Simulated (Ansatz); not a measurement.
Reaction (formal exchange of groups at a B–Si bond): `B[SiH2][GeH2][SiH3]` + `CB(C)O` → `BCB(C)O` + `[SiH3][GeH2][SiH3]`

Calculated with Ansatz (gas phase, PBE0-D4/def2-TZVP geometries, no zero-point term in ΔE). CCSD(T)/CBS is the MP2 limit (def2-TZVPP, def2-QZVPP) plus CCSD(T) − MP2 in def2-TZVPP, frozen cores. Functionals use def2-TZVPP. B3LYP here is the variant with VWN-RPA as its local correlation; programs differ in this. For Ge outer-core shells are correlated without core-valence functions, which leaves a few kJ/mol of doubt a bond. Scalar relativity is left out up to krypton. One conformer a species, not always the lowest.

Task: Is it downhill or uphill in electronic energy at CCSD(T)/CBS, and by how much? (Best estimate.)

Result: The calculation gave: Downhill: ΔE = -29.8 kJ/mol.

Task: What do these levels give: ωB97M-V, B3LYP, RPA@PBE/def2-TZVPP, HF/def2-TZVPP, MP2/def2-TZVPP, SCS-MP2/def2-QZVPP? (An estimate is asked.)

Result: Ansatz gave: ωB97M-V -35.1, B3LYP -29.9, RPA@PBE/def2-TZVPP -30.6, HF/def2-TZVPP -34.2, MP2/def2-TZVPP -34.7, SCS-MP2/def2-QZVPP -34.3 kJ/mol.

Largest T1 diagnostic among the species: 0.013.

At CCSD(T), def2-SVP lies −5.9 kJ/mol from the extrapolated value and def2-TZVPP −0.2 kJ/mol. From BLYP to BHLYP (50 % exact exchange), in def2-TZVPP and without D4, ΔE moves by −5.0 kJ/mol.
